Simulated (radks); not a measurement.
Charge is removed step by step from the 2s down level of the molybdenum ion Mo+, starting from [He] 2s(up 1, down 1) 2p6 3s2 3p6 3d10 4s2 4p6 4d5. All-electron calculation, scalar-relativistic Kohn-Sham, SCAN, spin-polarised, spherical densities, finite nucleus; open shells are filled with parallel spins first (spin-orbit coupling, left out, can overturn this in heavy ions); meta-GGA in the generalised Kohn-Sham scheme; Fermi nuclear charge, rms radius 4.4091 fm. Program: a radial shooting solver on a logarithmic mesh with Libxc functionals.

| removed (e) | E - E(0) (eV) | eigenvalue (eV) |
|---|---|---|
| 0 | 0.000 | -2824.6 |
| 0.25 | 708.27 | -2844.5 |
| 0.5 | 1421.5 | -2864.1 |
| 0.75 | 2139.6 | -2883.0 |

The mean slope of the eigenvalue, de/dn, is 77.9 eV per electron.
